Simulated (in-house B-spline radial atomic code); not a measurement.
Whole-atom quantities along the 27-electron series, configuration [Ar] 3d9. Breit and QED terms are first order and not part of the total energy; the density at the nucleus is averaged over the nuclear charge. Computed with a radial B-spline atomic code at the basis-set limit: Dirac-Hartree-Fock, average of the configuration, finite nuclei.

```csv
ion,Z,E/Z² (Eh),Σ<r²> (bohr²),n(0)/Z³ (bohr⁻³),Lamb diamagnetic shielding (ppm),repulsion over attraction,Breit energy (eV),self-energy (eV),vacuum polarisation (eV),Dirac less non-relativistic energy (Eh)
Rh18+,45,-2.2942,2.8189,1.2809,4232.9,0.11527,81.625,62.525,-7.3922,-96.031
Pd19+,46,-2.3098,2.6402,1.3142,4350.09,0.11308,87.881,67.531,-8.1099,-105.6
Ag20+,47,-2.325,2.4781,1.3498,4467.94,0.11096,94.461,72.825,-8.8824,-115.89
Cd21+,48,-2.3398,2.3305,1.3849,4586.47,0.10891,101.37,78.418,-9.7125,-126.94
In22+,49,-2.3543,2.1958,1.4239,4705.72,0.10691,108.63,84.322,-10.605,-138.79
Sn23+,50,-2.3684,2.0724,1.4633,4825.71,0.10498,116.24,90.55,-11.561,-151.48
Sb24+,51,?,?,?,?,?,?,?,?,?
Te25+,52,-2.3959,1.8547,1.5463,5068.01,0.10127,132.54,104.03,-13.685,-179.57
I26+,53,-2.4092,1.7584,1.5925,5190.4,0.0995,141.26,111.3,-14.862,-195.06
Xe27+,54,?,?,?,?,?,?,?,?,?
Cs28+,55,-2.4351,1.5868,1.6891,5437.75,0.096101,159.89,126.99,-17.464,-229.15
Ba29+,56,-2.4477,1.5102,1.7402,5562.79,0.094471,169.81,135.44,-18.899,-247.86
La30+,57,-2.4601,1.4389,1.7948,5688.78,0.092886,180.16,144.31,-20.432,-267.74
Ce31+,58,?,?,?,?,?,?,?,?,?
Pr32+,59,-2.4844,1.3103,1.9115,5943.77,0.089842,202.16,163.38,-23.811,-311.27
Nd33+,60,-2.4963,1.2522,1.9738,6072.83,0.088379,213.84,173.62,-25.67,-335.02
Pm34+,61,-2.508,1.1979,2.0362,6202.98,0.086954,225.98,184.34,-27.649,-360.18
```

**Question.** Fill in the row of Sb24+.

**Answer.** E/Z² (Eh): -2.3823; Σ<r²> (bohr²): 1.9591; n(0)/Z³ (bohr⁻³): 1.5048; Lamb diamagnetic shielding (ppm): 4946.47; repulsion over attraction: 0.1031; Breit energy (eV): 124.2; self-energy (eV): 97.114; vacuum polarisation (eV): -12.587; Dirac less non-relativistic energy (Eh): -165.06.

**Question.** Fill in the row of Xe27+.

**Answer.** E/Z² (Eh): -2.4222; Σ<r²> (bohr²): 1.6694; n(0)/Z³ (bohr⁻³): 1.6392; Lamb diamagnetic shielding (ppm): 5313.63; repulsion over attraction: 0.097776; Breit energy (eV): 150.37; self-energy (eV): 118.95; vacuum polarisation (eV): -16.119; Dirac less non-relativistic energy (Eh): -211.57.

**Question.** Fill in the row of Ce31+.

**Answer.** E/Z² (Eh): -2.4723; Σ<r²> (bohr²): 1.3724; n(0)/Z³ (bohr⁻³): 1.8515; Lamb diamagnetic shielding (ppm): 5815.76; repulsion over attraction: 0.091344; Breit energy (eV): 190.94; self-energy (eV): 153.62; vacuum polarisation (eV): -22.067; Dirac less non-relativistic energy (Eh): -288.86.

**Question.** With what power of Z does the column «Dirac less non-relativistic energy (Eh)» change over this range?

**Answer.** A fit of the logarithm of its size against log Z from Z = 45 to 61 has slope 4.34. An unscreened hydrogenic electron would give 4 at low Z; screening makes the apparent power larger near the neutral end, and relativity raises it again at high Z.
